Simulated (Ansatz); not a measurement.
Species: CH4BS, charge 0, doublet. CH4BS (SMILES S(B)[CH2], doublet).
B3LYP-D3(BJ)/def2-TZVP minimum from Ansatz (a first-principles code):
```
S
C 1 1.7059
H 2 1.0789 1 117.87
H 2 1.0794 3 121.00 1 -180.00
B 1 1.7733 2 107.16 3 -180.00
H 5 1.1860 1 115.40 2 180.00
H 5 1.1872 6 123.91 1 180.00
```
Charge 0, spin multiplicity 2.

Total energies in hartree (Ansatz). Open shells are spin-unrestricted; no spin-orbit coupling. Cores are frozen in correlated methods. No relativity. For partners of very few electrons the exact lower level stands in for a higher one.

```tsv
species	HF/cc-pV(T+d)Z	CCSD(T)/cc-pV(T+d)Z	HF/cc-pV(Q+d)Z	CCSD(T)/cc-pV(Q+d)Z	CCSD(T)/cc-pV(D+d)Z	CCSDT(Q)/cc-pV(D+d)Z
1: CH4BS (SMILES BS[CH2], doublet)	-462.42015	-462.90912	-462.42794	-462.94542	-462.78312	-462.78532
2: B (doublet)	-24.53207	-24.59810	-24.53297	-24.60084	-24.58941	-24.58977
3: H (doublet)	-0.49981	-0.49981	-0.49995	-0.49995	-0.49928	-0.49928
4: S (triplet)	-397.50938	-397.65444	-397.51264	-397.66785	-397.60412	-397.60456
5: C (triplet)	-37.69157	-37.78076	-37.69331	-37.78654	-37.76038	-37.76071
```

Task: Work out the atomisation energy (electronic, to ground-state atoms) in kcal/mol: take Hartree-Fock from cc-pV(Q+d)Z, extrapolate the CCSD(T) correlation energy as X^-3 (X = 3, 4), and add CCSDT(Q) - CCSD(T) in cc-pV(D+d)Z. 1 hartree = 627.51 kcal/mol.

Result: 
Species 1: correlation (64·(-0.51748) - 27·(-0.48897))/37 = -0.53828; step -0.00220; E1 = -462.42794 + (-0.53828) + (-0.00220) = -462.96842
Species 2: correlation (64·(-0.06787) - 27·(-0.06603))/37 = -0.06921; step -0.00036; E2 = -24.53297 + (-0.06921) + (-0.00036) = -24.60254
Species 3: correlation (64·(0.00000) - 27·(0.00000))/37 = 0.00000; step +0.00000; E3 = -0.49995 + (0.00000) + (+0.00000) = -0.49995
Species 4: correlation (64·(-0.15521) - 27·(-0.14506))/37 = -0.16262; step -0.00044; E4 = -397.51264 + (-0.16262) + (-0.00044) = -397.67570
Species 5: correlation (64·(-0.09323) - 27·(-0.08919))/37 = -0.09618; step -0.00033; E5 = -37.69331 + (-0.09618) + (-0.00033) = -37.78982
-1·E1 +1·E2 +4·E3 +1·E4 +1·E5 = 0.90056 hartree = 565.1 kcal/mol.
